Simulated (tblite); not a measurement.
CH9GeOSi2 (doublet state).
Numbering: `[SiH3:1][O:2][SiH2:3][CH:4][GeH3:5]` (hydrogens: H6, H7, H8 on Si1; H9, H10 on Si3; H11 on C4; H12, H13, H14 on Ge5)

Computed with GFN2-xTB (tblite), gas phase: L-BFGS steps from a force-field or distance-geometry start until the largest atomic force falls under 0.01 eV/Å.

Step 0: E = -439.6913 eV
```
atom  x, y, z in Å  |  force x, y, z in eV/Å
Si1    -2.4857    0.7288    0.0202    0.565   0.697  -0.459
O2     -0.8327    0.6404   -0.4026   -1.463  -1.983   1.411
Si3    -0.2838   -0.9068    0.1634   -0.311   0.533  -0.395
C4      1.5327   -1.0711   -0.1909   -0.098   1.416  -0.592
Ge5     2.5110    0.2898    0.7986    0.227  -0.146   0.145
H6     -3.0319    2.0243   -0.4347    0.463  -0.249   0.001
H7     -3.2487   -0.3399   -0.6472    0.236   0.102   0.122
H8     -2.6579    0.6472    1.4847    0.131  -0.042  -0.301
H9     -1.0063   -1.9757   -0.5504    0.038   0.215   0.051
H10    -0.5193   -1.0346    1.6141    0.013   0.126  -0.241
H11     1.7155   -0.9651   -1.2716    0.194  -0.481   0.416
H12     2.2440    0.1292    2.3119    0.187   0.164  -0.580
H13     4.0234    0.1421    0.5187   -0.446   0.179   0.174
H14     2.0393    1.6910    0.3255    0.266  -0.531   0.250
```

Step 1: E = -439.8650 eV
```
atom  x, y, z in Å  |  force x, y, z in eV/Å
Si1    -2.4776    0.7388    0.0136    0.052   0.342  -0.163
O2     -0.8536    0.6120   -0.3825   -1.018  -1.449   1.021
Si3    -0.2883   -0.8991    0.1578   -0.150   0.144  -0.167
C4      1.5313   -1.0509   -0.1993   -0.253   1.260  -0.191
Ge5     2.5142    0.2877    0.8007    0.188  -0.095   0.098
H6     -3.0253    2.0207   -0.4346    0.420  -0.053  -0.081
H7     -3.2454   -0.3385   -0.6455    0.247   0.165   0.137
H8     -2.6560    0.6466    1.4804    0.120  -0.016  -0.339
H9     -1.0058   -1.9727   -0.5496    0.032   0.174   0.027
H10    -0.5191   -1.0328    1.6106    0.026   0.112  -0.257
H11     1.7182   -0.9720   -1.2657    0.268  -0.420   0.010
H12     2.2466    0.1315    2.3036    0.165   0.141  -0.491
H13     4.0170    0.1446    0.5211   -0.354   0.161   0.156
H14     2.0431    1.6835    0.3291    0.256  -0.467   0.240
```

Step 2: E = -440.0944 eV
```
atom  x, y, z in Å  |  force x, y, z in eV/Å
Si1    -2.4710    0.7605    0.0024   -1.348  -0.315   0.509
O2     -0.9140    0.5269   -0.3223    0.169   0.455  -0.228
Si3    -0.2979   -0.8883    0.1468    0.372  -1.278   0.523
C4      1.5183   -0.9790   -0.2129   -0.316   0.716   0.000
Ge5     2.5250    0.2820    0.8065    0.084   0.123  -0.018
H6     -3.0014    2.0163   -0.4386    0.262   0.494  -0.297
H7     -3.2316   -0.3296   -0.6379    0.107   0.160   0.070
H8     -2.6492    0.6455    1.4617    0.022   0.047  -0.191
H9     -1.0039   -1.9626   -0.5479   -0.008  -0.047  -0.075
H10    -0.5177   -1.0264    1.5963    0.047   0.017  -0.115
H11     1.7328   -0.9960   -1.2622    0.319  -0.329  -0.329
H12     2.2561    0.1396    2.2754    0.082   0.064  -0.116
H13     3.9964    0.1538    0.5300   -0.001   0.088   0.073
H14     2.0575    1.6568    0.3427    0.210  -0.194   0.193
```

**Question.** Estimate the geometry and energy of step 3. (The exact step hangs on the optimiser's Hessian estimate; all steps are aligned on step 2, rigid shifts and turns removed.)

**Answer.** E = -440.1565 eV, largest force 0.931 eV/Å
```
atom  x, y, z in Å  |  force x, y, z in eV/Å
Si1    -2.4867    0.7603    0.0068   -0.827  -0.264   0.337
O2     -0.9206    0.5209   -0.3168    0.024   0.229  -0.091
Si3    -0.2945   -0.9030    0.1517    0.112  -0.758   0.337
C4      1.5131   -0.9600   -0.2164   -0.145   0.548  -0.121
Ge5     2.5276    0.2828    0.8072    0.071   0.154  -0.031
H6     -2.9948    2.0218   -0.4428    0.234   0.491  -0.289
H7     -3.2285   -0.3267   -0.6361   -0.023   0.039   0.000
H8     -2.6481    0.6459    1.4570   -0.039   0.041  -0.004
H9     -1.0038   -1.9619   -0.5487   -0.050  -0.162  -0.122
H10    -0.5170   -1.0254    1.5931    0.037  -0.030   0.039
H11     1.7385   -1.0036   -1.2645    0.283  -0.300  -0.243
H12     2.2584    0.1415    2.2701    0.064   0.046  -0.038
H13     3.9936    0.1561    0.5321    0.068   0.068   0.053
H14     2.0621    1.6507    0.3470    0.191  -0.101   0.174
```

The energy changes by -0.0621 eV. The first-order estimate −F·Δx gives -0.0739 eV and the mean of the old and new forces, exact on a quadratic surface, -0.0620 eV. The step makes an angle of 37° with the force vector and moves no atom by more than 0.020 Å.

What follows is the cost of the whole relaxation. Hardware: Arm Neoverse V1, one thread, shared host with 32 logical CPUs at a one-minute load of 11. Cost: 1.6 s.
